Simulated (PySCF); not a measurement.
A run for PySCF: R-HF/3-21G on BeH2Se (SMILES [BeH][SeH]), a point of a bond scan (R = 1.622 Å).

```python
from pyscf import gto, scf, dft, mp
from pyscf.data.elements import chemcore

mol = gto.M(
    atom='''
    Be   -0.68973544   -0.76066788   -1.41803736
    H    -1.20927000   -1.34114003   -2.49064135
    Se    0.09181580    0.16025393    0.22400564
    H     0.92194025   -1.18732951    0.57885845
    ''',
    basis='3-21g',
    charge=0, spin=0, verbose=3, max_memory=1800)
mf = scf.RHF(mol)
mf.conv_tol = 1e-8
mf.max_cycle = 100
mf.kernel()
if not mf.converged:
    mf = mf.newton().run(mf.mo_coeff, mf.mo_occ)
```

Program output:

```
converged SCF energy = -2404.19847917597
```

The calculation finished and met its thresholds.

Cost: about 0.27 core-seconds (a rough figure).
